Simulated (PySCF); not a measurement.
Species: C6H7FNS (doublet state).
Z-matrix (Å and degrees, GFN2-xTB geometry), rows numbered from 1:
```
F 
C   1  1.3745
C   2  1.2987  1  123.53
S   3  1.5772  2  164.73  1  -179.52
C   2  1.5288  1  110.76  3  -176.94
N   5  1.4361  2  111.49  1    69.88
C   6  1.3374  5  121.11  2   -78.50
C   7  1.4578  6  137.30  5  -158.88
C   7  1.4590  6  136.76  5   -58.66
H   5  1.0893  2  108.98  1  -169.15
H   5  1.0929  2  108.08  1   -48.98
H   6  1.0140  5  115.13  2    70.30
H   8  1.0814  7  118.97  9   106.41
H   8  1.0845  7  119.29  9  -108.17
H   9  1.0847  7  119.36  8   108.08
H   9  1.0811  7  118.82  8  -106.51
```

The hyperfine couplings belong to this conformer and change with its torsions.

The species is `FC(=C=S)CN[C]1CC1` [radical].

Computed with UKS B3LYP, pcH-1 on C F H N S, non-relativistic, mean-field spin-orbit, GIAO in PySCF. Isolated species at its GFN2-xTB geometry (one conformer only). Couplings are sensitive to structure, and on GFN2-xTB geometries they can be far from those on DFT ones. Stability of the SCF solution: not tested.

Problem. Break the g tensor into its mass correction, gauge correction and orbital-Zeeman/spin–orbit terms.

Solution. 
| Δg (ppm) | 1 | 2 | 3 |
| --- | --- | --- | --- |
| relativistic mass correction | -177 | -177 | -177 |
| gauge correction | 37 | 14 | 19 |
| orbital Zeeman/spin–orbit | -3001 | -62 | 2196 |
| total | -3140 | -225 | 2039 |

So g = 1.99918, 2.00209, 2.00436 and g_iso = 2.00188; the tensor is rhombic: the two nearest values differ by 44 % of g3 − g1. Axes: g1 points within 9° of the C2–C3 bond.

Problem. What are the electron Larmor frequencies g μB B/h along the three axes at 340 mT?

Solution. 9.5135, 9.5274, 9.5382 GHz for g1, g2 and g3, a range of 24.6 MHz.

Problem. At 9.603 GHz, how far is the centre of the isotropic spectrum from where a free electron (g = 2.002319) resonates?

Solution. B = hν/(g μB) with μB/h = 13.99624 MHz/mT gives 342.66 mT for the free electron and 342.73 mT at g_iso, 0.08 mT higher.

Problem. Average each term over the three axes. Which is largest in size?

Solution. The orbital-Zeeman/spin–orbit term -289, the mass correction -177 and the gauge correction 23 ppm, for a total of -442 ppm. The orbital-Zeeman/spin–orbit term is the largest in size. The mass correction is the same along every axis, so the anisotropy comes from the other two: their spans along these axes are 24 (gauge) and 5197 ppm (orbital Zeeman/spin–orbit).

Problem. In a frozen sample, at which fields do the three g values resonate at 9.5, 34, 94 and 263 GHz (hyperfine left aside), and which band first spreads them over more than twice a line width of 1.0 mT?

Solution. 
| band | GHz | B(g3) mT | B(g2) mT | B(g1) mT | spread mT |
| --- | --- | --- | --- | --- | --- |
| X | 9.5 | 338.64 | 339.02 | 339.52 | 0.88 |
| Q | 34.0 | 1211.97 | 1213.34 | 1215.11 | 3.14 |
| W | 94.0 | 3350.74 | 3354.53 | 3359.42 | 8.68 |
| J | 263.0 | 9374.95 | 9385.55 | 9399.23 | 24.29 |

The spread grows in proportion to the frequency. Q band is the first where it exceeds 2.0 mT.

Largest spin populations (Mulliken): C7 (+0.65), C3 (+0.12), N6 (+0.09) and S4 (+0.08). C7 is the only atom above +0.15. The angles at C7 add up to 337.1°, so it is pyramidal.

The HOMO–LUMO gaps are 1.21 eV among the α and 3.27 eV among the β orbitals.
